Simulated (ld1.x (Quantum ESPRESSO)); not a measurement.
**Before and after: PAW potential for chromium**

Cr, PAW, made with ld1.x (Quantum ESPRESSO) 7.5 (LDA (PZ), scalar-relativistic). Core [Ar], reference 3d5 4s0 4p1. Waves: 4s (bound, empty): rcut 2.10, rcutus 2.35 bohr; 4s channel at 0.1 Ry: rcut 2.10, rcutus 2.35 bohr; 4p (bound): rcut 3.20, rcutus 4.00 bohr; 4p channel at 1.65 Ry: rcut 3.20, rcutus 4.00 bohr; 3d (bound): rcut 1.00, rcutus 1.40 bohr; 3d channel at 3.05 Ry: rcut 1.00, rcutus 1.40 bohr. Local part: all-electron potential smoothed inside 1.30 bohr (lloc = -1). Core correction: a·sin(br)/r model core inside 1.20 bohr. Augmentation charge: BESSEL, radius 1.15 bohr.

Change: waves 4p (bound): rcut 2.40, rcutus 2.54 bohr; 4p channel at 1.65 Ry: rcut 2.40, rcutus 2.54 bohr.

Cutoffs: the cutoffs (Ry, on a coarse ladder) from which the occupation-weighted sum of valence levels, in a spherical-Bessel basis at the reference potential, stays within 10 and 1 mRy of its value at 400 Ry; they do not see the model core or the augmentation charge, which bear on the density cutoff. Errors are all-electron minus pseudo energies relative to the spin-unpolarised reference configuration.

**Question.** What does the change do?

**Answer.** The potential gets neither clearly harder nor softer (50 Ry and 90 Ry → 50 Ry and 90 Ry); both files keep a bound ghost (s); the number of tests that count goes from 9 to 8; of the 8 tests that both files solve, the error grows in 1 and shrinks in 3 by more than 15 % and 0.3 meV (median size 8.9 → 8.8 meV).

```tsv
quantity	base	changed
cutoff, loose	50 Ry	50 Ry
cutoff, tight	90 Ry	90 Ry
bound ghosts	s	s
tests counted (converged, no solver errors)	9 of 9	8 of 9
error for 3d5 4s1 4p0, meV [ΔE -3.20 eV]	-1.6	-0.4
error for 3d5 4s0 4p0, meV [ΔE 3.94 eV]	+6.6	-2.1
error for 3d4 4s0 4p0, meV [ΔE 20.28 eV]	-93	-110
error for 3d5 4s0.5 4p0, meV [ΔE -0.39 eV]	+2.8	-0.2
error for 3d4 4s1 4p0, meV [ΔE 5.05 eV]	-83	-88
error for 3d3 4s0 4p0, meV [ΔE 51.31 eV]	-937	-945
error for 3d5 4s0 4p1 (spin-polarised), meV [ΔE -4.72 eV]	-11	-11
error for 3d5 4s1 4p0 (spin-polarised), meV [ΔE -8.12 eV]	-6.5	-6.8
lowest overlap eigenvalue by channel	s 0.41, p 0.68, d 0.54	s 0.41, p 0.58, d 0.54
```

Changed file: Tests not counted: 3d4 4s1 4p1 (pseudo-atom not self-consistent, printed error -29.6 eV). A true bound ghost makes a file unfit for plane-wave use even where its test errors are small: the radial tests pick states by their node count and pass the ghost by. Where a test does run into it, the solver fails or the error is huge.
